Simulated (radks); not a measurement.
Se16+, 18 electrons, occupied as [Ne] 3s2 3p5 6p1 (not the ground configuration). Method: Dirac Kohn-Sham, LDA (Slater exchange, Perdew-Wang correlation), spin-unpolarised, spherical densities, finite nucleus; open shells fill j = l - 1/2 first; Fermi nuclear charge, rms radius 4.14 fm; computed with a radial shooting solver on a logarithmic mesh with Libxc functionals.

Normalised radial functions P(r) = r R(r) (large component), r in bohr:

| r | 2s1/2 | 2p3/2 |
|---|---|---|
| 0.006637 | 0.6890 | 0.0450 |
| 0.009981 | 0.9033 | 0.0956 |
| 0.01501 | 1.1029 | 0.1975 |
| 0.02257 | 1.1902 | 0.3917 |
| 0.03394 | 1.0014 | 0.7308 |
| 0.05145 | 0.3370 | 1.2586 |
| 0.07737 | -0.7916 | 1.8797 |
| 0.1164 | -1.9652 | 2.3222 |
| 0.175 | -2.3723 | 2.1829 |
| 0.2631 | -1.6490 | 1.3839 |
| 0.3989 | -0.5735 | 0.4823 |
| 0.5998 | -0.0806 | 0.0734 |
| 0.902 | -0.0030 | 0.0032 |
| 1.356 | 0.0000 | 0.0000 |
| 2.04 | 0.0000 | 0.0000 |
| 3.092 | 0.0000 | 0.0000 |
| 4.65 | 0.0000 | 0.0000 |
| 6.993 | 0.0000 | 0.0000 |

2s1/2: eigenvalue -2219.7 eV, 1 radial node at r = 0.0590 bohr, <r> = 0.195 bohr, 90 % of the charge inside 0.301 bohr. 2p3/2: eigenvalue -2016.9 eV, 0 radial nodes, <r> = 0.171 bohr, 90 % of the charge inside 0.278 bohr.
